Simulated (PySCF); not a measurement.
C2H5AlO2, SMILES C=[CH][Al]([OH])[OH]. Atoms are numbered in the order given.

```xyz
10

Al    -0.0287    -0.4728     0.0000
C     -0.7692     1.3090     0.0000
C      0.0155     2.4005     0.0000
H     -1.8556     1.4743     0.0000
H     -0.3902     3.4210     0.0000
H      1.1097     2.3260     0.0000
O      1.6709    -0.5932     0.0000
H      2.2292    -1.3733     0.0000
O     -1.0855    -1.8083     0.0000
H     -0.8807    -2.7459     0.0000
```
Charge 0, spin multiplicity 1.

Geometry optimised at B3LYP-D3(BJ)/def2-SVP. The structure was generated by enumeration; whether it is a known compound was not checked. One conformer was computed; it need not be the lowest.

Calculation: PySCF with PBE/pcSseg-1.

GIAO shieldings, no solvent; atoms listed in one row are averaged. δ = σ(ref) − σ: ¹³C against TMS (σ = 182.0 ppm); ¹H against TMS (σ = 31.49 ppm); ¹⁷O against H2O (σ = 334.3 ppm), references at their B3LYP-D3(BJ)/def2-TZVP geometries, non-relativistic.

**Question.** Estimate the chemical shifts. (An estimate is asked for; the answer gives what the named calculation found.)

**Answer.** 
```csv
nucleus,atoms,count,δ (ppm)
¹³C,C3,1,157.0
¹³C,C2,1,139.1
¹H,H5,1,7.11
¹H,H6,1,7.01
¹H,H4,1,6.35
¹H,H10,1,1.93
¹H,H8,1,1.64
¹⁷O,O9,1,40.1
¹⁷O,O7,1,31.9
```
